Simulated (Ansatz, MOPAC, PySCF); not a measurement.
Noncovalent pair: H2O (SMILES O) (first 3 atoms) with C4H6 (SMILES C=CC=C); geometry from B3LYP-D3(BJ)/def2-TZVP, rigid monomers moved along the line of their centres of mass till H2···C5 is 3.07 Å.
(charge 0, multiplicity 1):
| atom | x (Å) | y (Å) | z (Å) |
|---|---|---|---|
| O | 0.0111 | -0.4871 | -0.1496 |
| H | -0.7246 | -0.5760 | 0.4670 |
| H | 0.7359 | -0.1796 | 0.4067 |
| C | -1.6979 | -0.5863 | 3.5252 |
| C | -0.7360 | 0.3299 | 3.3951 |
| C | 0.6844 | 0.0328 | 3.4657 |
| C | 1.6469 | 0.9379 | 3.2758 |
| H | -1.4622 | -1.6285 | 3.7072 |
| H | -2.7450 | -0.3232 | 3.4614 |
| H | -1.0043 | 1.3666 | 3.2120 |
| H | 0.9524 | -0.9989 | 3.6750 |
| H | 2.6941 | 0.6737 | 3.3329 |
| H | 1.4115 | 1.9745 | 3.0642 |

Counterpoise-corrected where a basis set is named; no monomer relaxation.

The state that PM3, PM7 reach isn't checked; PM7 holds dispersion and hydrogen-bond terms.

Codes used: Ansatz (Gaussian orbitals); MOPAC for PM3, PM7 (differences of heats of formation); PySCF for the dispersion terms. Values without a source in brackets are computed.

### Question
What interaction energy does PM7 give?

### Answer
-8 kJ/mol

### Question
What is the computed interaction energy (PM3)?

### Answer
-4 kJ/mol

### Question
Predict the interaction energy from PBE-D4/def2-TZVPPD.

### Answer
-12 kJ/mol

Ansatz is a first-principles code.
